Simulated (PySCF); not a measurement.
Fill in the blanks.

Compound: C7H5NO.
SMILES: `c1c2ccoc2cnc1`

| property | level | value |
| --- | --- | --- |
| point group | PBE0-D3(BJ)/def2-SVP | Cs |
| rotational constants A, B, C | PBE0-D3(BJ)/def2-SVP | 4.075, 1.676, 1.188 GHz |
| dipole moment | CAM-B3LYP/def2-SVPD | 3.10 D |
| HOMO energy | CAM-B3LYP/def2-SVPD | ? |
| LUMO energy | CAM-B3LYP/def2-SVPD | -0.18 eV |
| lowest singlet excitation | TDDFT CAM-B3LYP/def2-SVPD | 4.97 eV (249 nm, f = 0.003) |
| strongest line among the 10 lowest singlet transitions | TDDFT CAM-B3LYP/def2-SVPD | ? |
| lowest triplet excitation (Tamm–Dancoff) | TDA CAM-B3LYP/def2-SVPD | 3.72 eV |
| static isotropic polarisability | CAM-B3LYP/def2-SVPD | 86.4 au |
| vertical ionisation energy | ΔSCF CAM-B3LYP/def2-SVPD | 9.10 eV |
| electronic spatial extent ⟨r²⟩ about the centre of nuclear charge | CAM-B3LYP/def2-SVPD | ? |
| 13C chemical shifts (computed TMS as zero) by class | GIAO PBE/pcSseg-1 | 153.1 (1 C), 147.9 (1 C), 145.5 (1 C), 135.6 (1 C), 133.8 (1 C), 118.5 (1 C), 109.6 (1 C) ppm |
| 1H chemical shifts (computed TMS as zero) by class | GIAO PBE/pcSseg-1 | 8.99 (1 H), 8.62 (1 H), 7.49 (1 H), 7.45 (1 H), 6.79 (1 H) ppm |
| isotropic shieldings of nuclei other than C and H, by class | GIAO PBE/pcSseg-1 | -80 (1 N), 64 (1 O) ppm |
| largest of the computed one-bond spin–spin couplings (means over like bonds) | B3LYP/pcJ-1, spin–dipole term left out | ? |

Electronic properties: PySCF, gas phase, density fitting. Isolated species at its PBE0-D3(BJ)/def2-SVP geometry, gas phase.

Problem. What is the electronic spatial extent ⟨r²⟩ about the centre of nuclear charge?

Solution. 954 bohr².

Problem. Give the HOMO energy.

Solution. -8.34 eV.

Problem. The strongest line among the 10 lowest singlet transitions?

Solution. S5 at 6.58 eV (188 nm, f = 0.374).

Problem. Give the largest of the computed one-bond spin–spin couplings (means over like bonds).

Solution. 13C–1H +210.7, 13C–1H +192.7, 13C–1H +187.9, 13C–1H +187.7, 13C–1H +171.4 Hz.

In atomic units the dipole is 1.22 e·bohr (1 au = 2.5417 D). A dipole of 3.10 D is allowed in Cs, and pure rotational transitions are dipole-allowed. The principal polarisabilities are 49.5, 92.7 and 116.9 au; their mean is the isotropic value. The vertical singlet–triplet gap S1 − T1 is 1.25 eV (TDDFT singlet less Tamm–Dancoff triplet; S1: HOMO−2→LUMO, weight 0.92; T1: HOMO→LUMO, weight 0.77). The polarisability is 12.80 Å³ as a volume (1 au = 0.148185 Å³), or 1.39 au for each of the 62 electrons. No computed singlet falls in the visible range (750 to 380 nm, 1.65 to 3.26 eV); S1 lies 1.71 eV above its blue end.
